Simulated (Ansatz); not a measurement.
Reaction (ligand exchange at the Nb–Cl bond): `[O]=[Nb]([F])([Cl])[Cl]` + H–F → `[O]=[Nb]([F])([F])[Cl]` + HCl

Program: Ansatz. Geometries: PBE0-D4/def2-TZVP. ΔE: electronic, gas phase. CCSD(T)/CBS adds triple-zeta CCSD(T) − MP2 to the extrapolated MP2 energy (def2 sets, frozen cores). This one scheme is used for every species. DFT in def2-TZVPP. def2 core potentials past Kr. For Nb outer-core shells are correlated without core-valence functions, which leaves a few kJ/mol of doubt a bond.

```tsv
level	ΔE (kcal/mol)	difference from CCSD(T)/CBS
BLYP-D4	-3.8	-3.3
PBE0-D4	-1.6	-1.1
BHLYP-D4	-2.2	-1.7
ωB97M-V	-3.6	-3.1
revPBE	-3.9	-3.4
BLYP	-5.3	-4.8
BHLYP	-3.6	-3.1
SCS-MP2/def2-TZVPP	-0.6	-0.1
SCS-MP2/def2-QZVPP	0.0	0.5
HF/CBS(def2)	-3.9	-3.4
CCSD(T)/CBS	-0.5	0
```

(1) What do rigid-rotor, harmonic-oscillator terms from PBE0-D4/def2-TZVP frequencies (298.15 K, 1 bar) make of the CCSD(T)/CBS value? (Best estimate.)

Largest T1 diagnostic among the species: 0.022, so the coupled-cluster value is less sure than usual.

Answers

(1) The calculation gave: ΔZPE = -1.1 kcal/mol, ΔH = -1.8 kcal/mol, ΔS = 1 J/(mol·K), ΔG = -1.9 kcal/mol.

From PBE to PBE0 (25 % exact exchange), in def2-TZVPP and without D4, ΔE moves by +1.2 kcal/mol. Leaving LDA and LC-ωPBE aside and taking each functional with its dispersion term where it has one, the values, not all of them listed here, spread over 4.2 kcal/mol, from CAM-B3LYP-D4 to PBE-QIDH. LDA lies +0.8 kcal/mol from PBE without D4.
